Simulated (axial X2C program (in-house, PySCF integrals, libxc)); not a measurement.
**Curves of HNdH from open-shell CI on f4 s0 d(πδ)0**

Computed with an in-house all-electron X2C program for linear molecules (integrals from PySCF): two-component X2C with atomic mean-field Coulomb and Gaunt terms, basis H dyall-v3z, Nd dyall-v3z (cores contracted in-house). Orbitals come from Hartree–Fock averaged over the configuration Nd f4 s0 d(πδ)0; CI then distributes these electrons over the f, s, d(πδ) shells of Nd.

Scan along the symmetric stretch (R is each bond); masses H 1.008 u, Nd 141.908 u, H 1.008 u. Energies in cm⁻¹ from the lowest point; levels are followed by energy order within each Ω. Lowest level at 2.330 Å: 100% f4.

| R (Å) | (1)Ω=0 | (1)Ω=1 | (1)Ω=2 | (1)Ω=3 | (1)Ω=4 | (2)Ω=0 | (2)Ω=1 | (2)Ω=2 | (2)Ω=3 |
| --- | --- | --- | --- | --- | --- | --- | --- | --- | --- |
| 2.167 | 1424 | 1530 | 1751 | 1844 | 2231 | 2653 | 2671 | 2696 | 2827 |
| 2.248 | 360 | 455 | 658 | 772 | 1154 | 1568 | 1586 | 1620 | 1749 |
| 2.330 | 0 | 86 | 273 | 401 | 776 | 1191 | 1208 | 1249 | 1376 |
| 2.423 | 292 | 369 | 538 | 678 | 1042 | 1465 | 1483 | 1529 | 1653 |
| 2.516 | 1166 | 1236 | 1390 | 1536 | 1887 | 2326 | 2343 | 2393 | 2513 |
| 2.621 | 2687 | 2748 | 2888 | 3037 | 3371 | 3833 | 3851 | 3902 | 4017 |
| 2.749 | 5095 | 5148 | 5274 | 5421 | 5735 | 6229 | 6246 | 6297 | 6406 |

Question: Fit the curves (1)Ω=0, (1)Ω=1, (1)Ω=2, (1)Ω=3, (1)Ω=4, (2)Ω=0, (2)Ω=1, (2)Ω=2, (2)Ω=3 near their minima.

Answer: From the open-shell CI curves, Te from the lowest:

```json
{"level": "(1)Ω=0", "Te (cm⁻¹)": "0", "Re (Å)": "2.337", "ωe (cm⁻¹)": "1191.9"}
{"level": "(1)Ω=1", "Te (cm⁻¹)": "86", "Re (Å)": "2.338", "ωe (cm⁻¹)": "1190.8"}
{"level": "(1)Ω=2", "Te (cm⁻¹)": "270", "Re (Å)": "2.340", "ωe (cm⁻¹)": "1189.1"}
{"level": "(1)Ω=3", "Te (cm⁻¹)": "400", "Re (Å)": "2.338", "ωe (cm⁻¹)": "1186.8"}
{"level": "(1)Ω=4", "Te (cm⁻¹)": "774", "Re (Å)": "2.340", "ωe (cm⁻¹)": "1182.6"}
{"level": "(2)Ω=0", "Te (cm⁻¹)": "1189", "Re (Å)": "2.339", "ωe (cm⁻¹)": "1190.7"}
{"level": "(2)Ω=1", "Te (cm⁻¹)": "1207", "Re (Å)": "2.339", "ωe (cm⁻¹)": "1190.7"}
{"level": "(2)Ω=2", "Te (cm⁻¹)": "1248", "Re (Å)": "2.338", "ωe (cm⁻¹)": "1190.0"}
{"level": "(2)Ω=3", "Te (cm⁻¹)": "1375", "Re (Å)": "2.339", "ωe (cm⁻¹)": "1188.9"}
```

Without dynamic correlation distances can be off by several hundredths of an Å (long for ionic bonds, short for multiple bonds) and the wavenumbers are rough.

The 9 lowest curves are shown; the next is (2)Ω=4, from 1684 cm⁻¹.

Dynamic correlation is missing, so gaps between terms are too wide and other configurations may lie lower; the lowest level listed is that of this model, not necessarily the ground state. At most 4 roots were kept for each Ω > 0 (twice that for Ω = 0) within 2.2 eV of the lowest, so higher up levels can be missing between those listed; levels with Ω > 0 are doubly degenerate and listed once, Ω = 0 levels singly. States that fill the shells left empty in the average are placed too high. The molecule was held linear; bending was not examined.
